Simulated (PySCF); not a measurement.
**Fractional electron number in Ti²⁺ (titanium, charge +2)**

The 3d alpha orbital of [Ar] 3d2 is emptied in steps (occupation f), with all orbitals relaxed, ending at [Ar] 3d1. All numbers are calculated (PySCF 2.14, the non-relativistic Hamiltonian (point nucleus), in def2-TZVP (6s4p4d1f, 45 functions)). The exact energy is a straight line in f; departures are measured from the line between the end points of the same method.

| f | r2SCAN0 (eV) |
| --- | --- |
| 1 | 0.000 |
| 0.75 | -0.919 |
| 0.5 | -1.231 |
| 0.25 | -0.926 |
| 0 | 0.000 |

```csv
method,E(f=0) − E(f=1) (eV),−ε at f=1 (eV),−ε at f=0.5 (eV)
r2SCAN0,28.002,23.127,27.982
```

Orbital energy along the path (eV):

```tsv
f	r2SCAN0
1	-23.127
0.75	-25.532
0.5	-27.982
0.25	-30.464
0	-32.946
```

Reference removal energy between the ground levels: 27.492 eV (measured; NIST Atomic Spectra Database, ionization energies). The calculation has no spin-orbit coupling.
